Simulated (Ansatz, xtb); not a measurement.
**FHNOSi+: which of two structures lies lower**

We compare a, the triplet with the links of `O=[N+]=[SiH]F`, with b, a singlet given by its coordinates. Both are gas-phase species (loosely bound parts included), relaxed with BLYP-D3(BJ)/def2-SVP.

a (Å):

```tsv
atom	x (Å)	y (Å)	z (Å)
F	0.3497	1.1790	1.1879
N	-0.7277	-0.0043	-1.0224
O	-1.1069	-0.4971	-2.0489
Si	0.6146	0.8350	-0.3369
H	1.8933	1.2404	-0.9677
```

b (Å):

```xyz
5

F     0.4477   -5.1001   -1.6008
N     0.4563   -2.1200   -3.4546
O     1.0935   -3.1692   -3.3939
Si    1.4832   -3.8956   -1.3528
H     0.3269   -1.8876   -4.4886
```

Close contacts (Å): F1–Si4 1.61, N2–O3 1.23, O3–Si4 2.20, N2–H5 1.07.

Task: Estimate E(b) − E(a) at the level CCSD(T)/def2-TZVPP.

Result: Calculated at CCSD(T)/def2-TZVPP: E(b) − E(a) = −0.660 eV, so structure b lies lower.

The same difference at several levels:

```tsv
level	geometry	E(b) − E(a) (eV)	departure from the last row (eV)	job, with rough time for the two
BLYP-D3(BJ)/def2-SVP	BLYP-D3(BJ)/def2-SVP	−0.436	+0.224	optimisation, 2.8 min
HF/def2-TZVPP	BLYP-D3(BJ)/def2-SVP	+0.137	+0.797	part of the CCSD(T) run
MP2/def2-TZVPP	BLYP-D3(BJ)/def2-SVP	−0.614	+0.046	part of the CCSD(T) run
CCSD(T)/def2-TZVPP	BLYP-D3(BJ)/def2-SVP	−0.660		single point, 7.3 min
```

HF/def2-TZVPP puts the two in the other order. The largest departure from CCSD(T)/def2-TZVPP is that of HF/def2-TZVPP, 0.797 eV. The closed-shell reference of b is unstable towards spin breaking, so its energies are less sure. Levels run at GFN2-xTB geometries aren't shown. The triplet state of a needn't be its ground state.

With harmonic frequencies from BLYP-D3(BJ)/def2-SVP (ideal gas, rigid rotor, one conformer each, 298.15 K, 1 atm): on the last row, ΔE + ΔZPE = −0.607 eV. A mode under 50 cm⁻¹ makes harmonic enthalpies and free energies unreliable, so none is given.

Open shells are spin-unrestricted. The correlated steps freeze 8 core orbitals. ΔG holds the spin degeneracy. Run with Ansatz 0.2.0; the last row on 1 thread of AMD EPYC (Zen 3) on a shared host.
